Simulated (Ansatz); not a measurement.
Reaction (redistribution): `[SiH3]/C=C/[SiH3]` + `O[Si@@H](Cl)[Si@@H](O)Cl` → `[SiH3]/C=C\[SiH2]Cl` + `O[SiH2][SiH](O)Cl`

Gas-phase electronic energies from Ansatz, PBE0-D4/def2-TZVP geometries. CCSD(T)/CBS adds triple-zeta CCSD(T) − MP2 to the extrapolated MP2 energy (def2 sets, frozen cores). This one scheme is used for every species. Double bonds are as drawn, so ΔE can hold a change between cis and trans. Functionals use def2-TZVPP. One conformer a species, not always the lowest.

`[SiH3]/C=C/[SiH3]`:

Z-matrix (Å, degrees):
```
Si
C 1 1.864
H 1 1.488 2 110.6
H 1 1.486 2 108.8 3 120.4
H 1 1.488 2 110.6 3 -119.2
C 2 1.337 1 123.6 3 -120.6
H 2 1.091 1 118.1 3 59.4
Si 6 1.864 2 123.6 1 -180.0
H 6 1.091 2 118.3 1 0.0
H 8 1.488 6 110.6 2 -120.5
H 8 1.488 6 110.6 2 120.3
H 8 1.486 6 108.8 2 -0.1
```

`O[Si@@H](Cl)[Si@@H](O)Cl`:

Z-matrix (Å, degrees):
```
Si
Cl 1 2.063
Si 1 2.343 2 106.2
O 1 1.636 2 111.8 3 117.8
H 1 1.477 2 107.3 3 -125.2
O 3 1.645 1 101.6 2 90.2
Cl 3 2.063 1 110.6 2 -152.1
H 3 1.484 1 116.9 2 -31.3
H 4 0.961 1 116.4 2 -79.9
H 6 0.959 3 119.3 1 -176.7
```

`[SiH3]/C=C\[SiH2]Cl`:

Z-matrix (Å, degrees):
```
Si
C 1 1.868
H 1 1.486 2 109.6
H 1 1.484 2 110.6 3 -120.9
H 1 1.487 2 109.2 3 118.4
C 2 1.338 1 126.9 3 113.7
H 2 1.092 1 115.7 3 -65.4
Si 6 1.863 2 126.8 1 0.8
H 6 1.091 2 117.9 1 -178.8
Cl 8 2.061 6 110.5 2 -68.0
H 8 1.482 6 108.9 2 174.4
H 8 1.481 6 112.7 2 52.0
```

`O[SiH2][SiH](O)Cl`:

Cartesian coordinates in Å:
```
O -0.803 1.982 -0.069
Si -1.334 0.424 -0.186
Si 0.535 -0.950 0.180
O 1.759 0.029 -0.330
Cl 0.779 -1.406 2.180
H 0.121 2.122 -0.290
H -1.903 0.130 -1.533
H -2.395 0.218 0.829
H 0.577 -2.263 -0.514
H 2.663 -0.286 -0.267
```

```json
{"level": "PBE-D4", "ΔE (kJ/mol)": "23.3"}
{"level": "ωB97X-V", "ΔE (kJ/mol)": "22.1"}
{"level": "r2SCAN", "ΔE (kJ/mol)": "24.6"}
{"level": "MP2/def2-TZVPP", "ΔE (kJ/mol)": "22.8"}
```

(1) What does CCSD(T)/CBS give? (Estimate.)

Largest T1 diagnostic among the species: 0.012.

Results:

(1) Ansatz gave: +21.9 kJ/mol. The listed levels differ from it by 1.4, 0.2, 2.7, 0.9 kJ/mol.

The D4 term adds −3.4 kJ/mol with B3LYP and −1.9 kJ/mol with PBE0; it sums over pairs of atoms, weighted by their polarisabilities, and B3LYP, whose exchange is more repulsive, gets the larger term. In def2-TZVPP, CCSD(T) changes the Hartree–Fock value by −3.6 kJ/mol (the triples alone add −0.1 kJ/mol) and MP2 by −3.6 kJ/mol.

B3LYP here is the variant with VWN-RPA as its local correlation; programs differ in this.
